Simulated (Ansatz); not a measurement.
Reaction (redistribution): `C[SiH2][AsH2]` + `CC([SiH3])=S` → `C[SiH2]C(C)=S` + `[SiH3][AsH2]`

Computed with Ansatz on PBE0-D4/def2-TZVP structures; ΔE is electronic, products minus reactants. CCSD(T)/CBS is the MP2 limit (def2-TZVPP, def2-QZVPP) plus CCSD(T) − MP2 in def2-TZVPP, frozen cores. Functionals use def2-TZVPP. HSE06 is defined as in plane-wave codes. For As outer-core shells are correlated without core-valence functions, which leaves a few kJ/mol of doubt a bond. Scalar relativity is left out up to krypton. Each species was taken in one conformer, which may not be the lowest.

```
           level  ΔE (kJ/mol)  difference from CCSD(T)/CBS
          B97M-V         -9.9                         -2.8
      r2SCANh-D4         -8.2                         -1.1
        HSE06-D4         -8.0                         -0.9
    CAM-B3LYP-D4         -8.2                         -1.1
           BHLYP         -7.3                         -0.2
         LC-ωPBE         -7.5                         -0.4
     HF/def2-SVP         -6.8                          0.3
CCSD(T)/def2-SVP         -6.8                          0.3
   HF/def2-TZVPP         -6.9                          0.2
  MP2/def2-TZVPP         -6.4                          0.7
     CCSD(T)/CBS         -7.1                            0
```

Largest T1 diagnostic among the species: 0.016.

Leaving LDA and LC-ωPBE aside and taking each functional with its dispersion term where it has one, the values, not all of them listed here, spread over 3.4 kJ/mol, from B97M-V to B2PLYP.
